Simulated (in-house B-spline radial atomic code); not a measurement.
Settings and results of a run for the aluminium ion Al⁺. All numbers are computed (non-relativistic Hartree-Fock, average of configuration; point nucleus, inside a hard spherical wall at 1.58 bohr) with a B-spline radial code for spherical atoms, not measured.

Command:
```bash
python run_scf.py task.json out
```
Settings:
```
Z                13
configuration    [Ne] 3s2
hamiltonian      nr
method           hf
spin_polarised   False
wall_radius      1.58
```

Output (hartree, bohr):
```
 radial grid: 34 intervals, B-splines of order 8, outer radius 1.58 bohr

 iter        energy (Eh)    residual
    1       -231.9178516    1.94e-01
    2       -232.0009668    4.20e-03
    3       -232.0010577    2.49e-03
    4       -232.0010810    1.43e-03
    5       -232.0010898    1.89e-04
    6       -232.0010899    1.45e-05
    7       -232.0010899    1.95e-06
    8       -232.0010899    1.17e-08

 total energy                     -232.001090
 kinetic                            267.98717
 electron-nucleus                  -606.25836
 electron-electron                  106.27010

 orbital      occ     eigenvalue          <r>       <r^2>       <1/r>     <1/r^3>     <1/r^2>       r_max
 1s         2.000      -56.84245      0.12035   0.0194944     12.5824           -     319.834     0.07879
 2s         2.000       -3.91353     0.603585    0.425106     2.37969           -     23.1954      0.4978
 2p         6.000       -2.07356     0.579864    0.405819     2.21573     34.2514     6.87646      0.4439
 3s         2.000        4.11117     0.933839     1.00251     1.70836           -     16.4531       1.118
```

Time taken, with all properties: 0.02 s on 1 thread of Arm Neoverse V2, on a shared host.
